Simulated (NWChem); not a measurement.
# ZnH$_{2}$O; SMILES [OH][ZnH]

Computed with NWChem. Pople sets run with spherical d functions. Geometry: optimised at PBE-D3(BJ)/def2-SVP. Level SCAN/6-31G*: energy and gradient on several grids; changes count from the extra-fine grid, which is no exact limit either.

```
grid     size of the energy change (μHa)  largest change of a gradient component (μHa/bohr)
-------  -------------------------------  -------------------------------------------------
xcoarse                             1000                                              10000
coarse                              3000                                               1000
medium                              2000                                                300
fine                                2000                                                300
xfine                               < 10                                               < 30
```
